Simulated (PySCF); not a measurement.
CH₃BrMgO, SMILES C[O][Mg][Br].

Coordinates come from a PBE-D3(BJ)/def2-SVP optimisation. The structure was generated by enumeration; whether it is a known compound was not checked. One conformer was computed; it need not be the lowest.

Computed with PySCF with PBE/def2-TZVPD.

Gas-phase values at a fixed geometry.

Computed frontier levels, gap, dipole moment and polarisability:
```yaml
highest_occupied_level: -5.94 eV
lowest_empty_level: -2.31 eV
orbital_gap: 3.63 eV
dipole_moment: 1.39 D
quadrupole, principal values (traceless, Buckingham form, about the centre of nuclear charge): -9.17, 4.59, 4.59 D·Å
mean_static_polarisability: 67.9 bohr³ (10.07 Å³)
polarisability_principal_values: 57.6, 57.6, 88.6 bohr³
```
